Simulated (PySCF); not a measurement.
C7H11NO.
Z-matrix (Å and degrees, PBE0-D3(BJ)/def2-SVP geometry), rows numbered from 1:
```
O 
C   1  1.2090
N   2  1.3575  1  125.02
C   3  1.4234  2  121.73  1     4.21
C   4  1.5023  3  119.14  2  -146.19
C   5  1.4912  4   60.14  3   109.40
C   6  1.5222  4  123.14  5  -122.33
C   7  1.5453  6   87.35  4  -115.41
C   6  1.5218  4  124.18  5   120.06
H   2  1.1180  1  122.87  3  -179.65
H   3  1.0127  2  118.23  1   174.26
H   4  1.0979  3  114.86  2    67.46
H   5  1.0934  4  117.85  6   109.64
H   5  1.0947  4  117.26  6  -106.81
H   7  1.1021  6  111.97  4   131.53
H   7  1.1009  6  117.06  4     4.63
H   8  1.0984  7  111.02  6    94.30
H   8  1.0996  7  117.51  6  -138.19
H   9  1.0998  6  117.35  4    -5.48
H   9  1.1021  6  111.55  4  -132.14
```

Computed at PBE0/pcSseg-1 (PySCF, non-relativistic), with Q(17O) = −0.0256 b, Q(14N) = 0.02044 b: O1, 17O (I = 5/2): χzz = 9.825 MHz, η = 0.075; N3, 14N (I = 1): χzz = -4.567 MHz, η = 0.102.

Where would the pure quadrupole (NQR) lines of 17O at O1 fall for the rigid, isolated species?

From the eigenvalues of H = χ/[4I(2I − 1)] × [3Iz² − I(I + 1) + η(Ix² − Iy²)], steps between neighbouring levels, labelled as for η = 0: ±1/2↔±3/2 1.483 MHz, ±3/2↔±5/2 2.944 MHz (amide oxygen).

Find the zero-field quadrupole resonance frequencies of 14N at N3.

From ν± = (3/4)|χ|(1 ± η/3) and ν0 = |χ|η/2: ν+ 3.541 MHz, ν− 3.309 MHz, ν0 0.233 MHz (amide nitrogen).

In a crystal, neighbours and librations shift these lines. The basis is small and wasn't made for field gradients, so the couplings can be 20 % off.

One conformer stands for the species.
